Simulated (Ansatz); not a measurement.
Basis-set extrapolation for CH₆AlFO₂Si, SMILES `C[O][Al]([F])[O][SiH3]` (PBE0-D4/def2-TZVP geometry, frozen core, the Gaussian-basis code of Ansatz). Multiplicity 1, RHF reference.

```tsv
	def2-TZVPP	def2-QZVPP
HF	-821.766759	-821.798659
MP2 correlation	-1.089038	-1.178483
CCSD(T) correlation	-1.161845	not run
```

Energies in hartree. Use E(X) = E(∞) + A·exp(−7.88·√X) for Hartree–Fock and E(X) = E(∞) + B·X^(−2.97) for correlation, with X = 3 and 4, and add CCSD(T) minus MP2 of the smaller set to the MP2 limit.

Problem. What is the CCSD(T) energy at the basis-set limit?

Solution. HF limit: -821.798659 + (-0.031900) × 0.13774 = -821.80305. MP2 limit: -1.178483 + (-0.089445) × 0.74074 = -1.24474. Higher-order term: -1.161845 − (-1.089038) = -0.07281. Total: -823.12060 hartree, 504.1 kJ/mol below CCSD(T)/def2-TZVPP.
